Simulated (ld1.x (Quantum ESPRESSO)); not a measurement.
u(r) = r·R(r): atom against pseudo-atom (Ti (Z = 22))

Columns: radius, all-electron u(r) and pseudo u(r) of the 4s shell (level -4.67 eV) of titanium in the configuration [Ne] 3s2 3p6 3d2 4s1.75 4p0.25; PBE, scalar-relativistic, TM semilocal scheme, ld1.x (Quantum ESPRESSO) 7.5.

```
r (bohr)  all-electron   pseudo
   0.140       -0.0964  -0.0133
   0.280       -0.1278  -0.0272
   0.420        0.0395  -0.0423
   0.560        0.1902  -0.0594
   0.700        0.2579  -0.0791
   0.840        0.2473  -0.1023
   0.980        0.1833  -0.1296
   1.120        0.0905  -0.1618
   1.260       -0.0132  -0.1992
   1.400       -0.1162  -0.2416
   1.540       -0.2118  -0.2884
   1.680       -0.2966  -0.3381
   1.820       -0.3692  -0.3884
   1.960       -0.4298  -0.4367
   2.100       -0.4787  -0.4802
   2.240       -0.5172  -0.5171
   2.380       -0.5463  -0.5460
   2.520       -0.5670  -0.5670
   2.660       -0.5805  -0.5805
   2.800       -0.5875  -0.5875
   2.940       -0.5889  -0.5889
   3.080       -0.5855  -0.5855
   3.220       -0.5781  -0.5781
   3.360       -0.5672  -0.5672
   3.500       -0.5535  -0.5535
   3.640       -0.5375  -0.5375
```

**Question.** How many radial nodes do the two functions have?

**Answer.** The all-electron 4s function has n − l − 1 = 3 (the table is too coarse to show those close to the nucleus); the pseudo-wave has 0, since the states of the same l below it are removed with the core.

**Question.** At about which radius was the pseudo-wave matched?

**Answer.** 2.80 bohr. The columns agree to 0.0005 from 2.24 bohr on; several derivatives are matched, so the curves merge somewhat inside the radius.

**Question.** Is the pseudo-wave norm-conserving?

**Answer.** Yes: the TM semilocal scheme keeps the norm inside the radius equal to the all-electron one, which fixes the energy derivative of the logarithmic derivative at the level.
